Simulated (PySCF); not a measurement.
Species: C2H6Cl2OSi.
Cartesian coordinates in Å at the PBE0-D3(BJ)/def2-SVP level; atoms count from 1:
```xyz
12
C2H6Cl2OSi angstrom
C     -1.5787    0.3534    0.0895
O     -0.2355    0.6697   -0.1689
Si     0.7281    1.6332    0.7496
Cl     0.0266    3.5849    0.6879
C      2.4293    1.6180   -0.0265
Cl     3.1811    0.0148    0.2267
H     -1.9029   -0.4094   -0.6330
H     -2.2279    1.2388   -0.0225
H     -1.7174   -0.0541    1.1069
H      0.7421    1.2113    2.1738
H      2.3644    1.8085   -1.1077
H      3.0797    2.3826    0.4220
```

Level: wB97X-D/def2-SVPD in PySCF, non-relativistic, on one gas-phase PBE0-D3(BJ)/def2-SVP geometry that isn't relaxed in the solvent. The solvent is an IEF-PCM continuum (Bondi radii, 1.10 Å for H, scaled by 1.2), and excitations are vertical TDDFT with non-equilibrium linear response and a frozen core. Only the electrostatic response of the medium enters.

```csv
run,E − E(gas) (kcal/mol),HOMO (eV),HOMO–LUMO gap (eV),dipole (D),lowest singlet (eV),static polarisability (au)
gas,0.00,-10.23,11.81,1.03,6.88,80.7
P,-4.16,-10.23,11.83,1.25,6.93,105.4
Q,-1.96,-10.22,11.82,1.13,6.90,91.0
```

Q: The runs were made in acetone and benzene. Which run belongs to which solvent?

A: P = acetone, Q = benzene. The dielectric constants are 2.271 (benzene), 20.49 (acetone), and the energy falls further as ε rises. The optical constants n² used for the excitations are 2.25, 1.85 in the same order. In this model the ground state sees the solvent through ε alone.

Q: How constant is the ratio of the lowering to (ε − 1)/(2ε + 1)?

A: 
| solvent | (ε − 1)/(2ε + 1) | E − E(gas) (kcal/mol) | ratio (kcal/mol) | polarisation term (kcal/mol) |
| --- | --- | --- | --- | --- |
| benzene | 0.229 | -1.96 | -8.5 | -2.08 |
| acetone | 0.464 | -4.16 | -9.0 | -4.74 |

The ratio changes by +4.9 % in size from benzene to acetone. The polarisation term is half the interaction of the solute with the induced surface charges.

The pairwise dispersion term of wB97X-D wasn't added to the energies; at a given geometry it leaves orbitals and properties as they are.
